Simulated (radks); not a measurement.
Results of a calculation; reference values are marked as such.
Cl2.25+, configuration [Ne] 3s2 3p(up 2, down 0.75) (fractional occupations, a model configuration). Code: a radial shooting solver on a logarithmic mesh with Libxc functionals. Model: non-relativistic Kohn-Sham, BLYP, spin-polarised, spherical densities, point nucleus. Some entries of the table are withheld. Estimate them.

orbital,occ.,eigenvalue (eV),<r> (bohr),<1/r> (bohr^-1)
1s up,1,-2775.010,0.09141,16.55
1s down,1,-2774.746,0.09141,16.55
2s up,1,-282.8384,(1),3.287
2s down,1,-282.5995,(2),3.286
2p up,3,-223.8070,0.4069,3.204
2p down,3,-223.4674,0.4069,3.203
3s up,1,-48.6621,1.431,0.9671
3s down,1,-47.0084,1.438,0.9650
3p up,2,-35.4897,1.575,0.8610
3p down,0.75,-33.9309,1.592,0.8544

Answer. 
(1) 2s up <r> (bohr): 0.4462
(2) 2s down <r> (bohr): 0.4461
